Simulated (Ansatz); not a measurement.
Saddle search on SiAsH7O, singlet by partitioned rational-function steps on PBE0-D4/def2-TZVP gradients (Ansatz 0.2.0), from this start:

Si1  (-1.216, 0.565, 0.464)
H2  (2.021, 0.903, 0.247)
H3  (-2.413, 0.742, -0.414)
H4  (-1.639, -0.121, 1.725)
O5  (-0.101, 1.694, 0.497)
H6  (1.513, -0.174, -0.162)
As7  (0.223, -1.115, -0.566)
H8  (1.189, 1.309, 0.386)
H9  (0.276, -2.547, -0.117)
H10  (0.147, -1.255, -2.060)
(Å)

| step | energy less the last (meV) | largest force (eV/Å) | curvature followed (eV/Å²) |
| --- | --- | --- | --- |
| 1 | 12.8 | 0.559 | -4.36 |
| 2 | 3.7 | 0.142 | -4.35 |
| 3 | 3.1 | 0.211 | -4.36 |
| 4 | 1.0 | 0.087 | -4.47 |
| 5 | 0.6 | 0.073 | -4.28 |
| 6 | 0.5 | 0.051 | -4.32 |
| 7 | 0.2 | 0.061 | -4.35 |
| 8 | 0.2 | 0.048 | -4.32 |
| 9 | 0.1 | 0.029 | -4.37 |
| 10 | 0.1 | 0.055 | -4.36 |
| 11 | 0.1 | 0.052 | -4.37 |
| 12 | 0.0 | 0.024 | -4.34 |
| 13 | 0.0 | 0.011 | -4.03 |
| 14 | 0.0 | 0.003 | -4.06 |

The search ended at:

| atom | x (Å) | y (Å) | z (Å) |
| --- | --- | --- | --- |
| Si1 | -1.1974 | 0.5422 | 0.4958 |
| H2 | 2.0028 | 0.9652 | 0.1058 |
| H3 | -2.2393 | 0.8760 | -0.5142 |
| H4 | -1.8308 | -0.1947 | 1.6241 |
| O5 | -0.0626 | 1.5838 | 0.8009 |
| H6 | 1.4998 | -0.0796 | -0.3182 |
| As7 | 0.2280 | -1.1007 | -0.5928 |
| H8 | 1.1941 | 1.2909 | 0.4201 |
| H9 | 0.3919 | -2.4584 | 0.0181 |
| H10 | 0.0134 | -1.4246 | -2.0394 |
